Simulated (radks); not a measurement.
The numbers below are computed, except where a source is named.
Q: The mean radii <r> (bohr) of the occupied orbitals of an atom or ion are listed with their occupations. Level of theory: scalar-relativistic Kohn-Sham, PW91, spin-unpolarised, spherical densities, point nucleus (a radial shooting solver on a logarithmic mesh with Libxc functionals).

orbital  occ.      <r>
1s          2  0.05408
2s          2   0.2448
2p          6   0.2150
3p          6   0.7657
3d          9   0.8854
4d          2    4.390

Name the element and its charge.

A: Z = 28, nickel, charge +1: Ni+ in [Ne] 3p6 3d9 4d2. The 1s radius gives Z: for a bare nucleus <r> = (2 gamma + 1)/(2Z) with gamma = sqrt(1 - (Z/c)^2), 0.05282 bohr for Z = 28, and screening makes it slightly larger (0.05408 here). The occupations add up to 27, and the charge is Z minus that.
